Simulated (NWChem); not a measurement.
GeSiH5F; SMILES F[SiH2][GeH3]

Give the equilibrium geometry at PBE0/def2-SVP (NWChem) as a list of bonds and angles, with the point group.

point group Cs; any orientation.
Bonded distances (Å): Si1–F2 1.632, Si1–Ge3 2.379, Si1–H4 1.492, Si1–H5 1.492, Ge3–H6 1.541, Ge3–H7 1.539, Ge3–H8 1.539. Angles (°): F2–Si1–Ge3 108.6, F2–Si1–H4 108.0, F2–Si1–H5 108.0, Ge3–Si1–H4 111.4, Ge3–Si1–H5 111.4, H4–Si1–H5 109.4, Si1–Ge3–H6 109.4, Si1–Ge3–H7 110.7, Si1–Ge3–H8 110.6, H6–Ge3–H7 108.6, H6–Ge3–H8 108.6, H7–Ge3–H8 108.8.
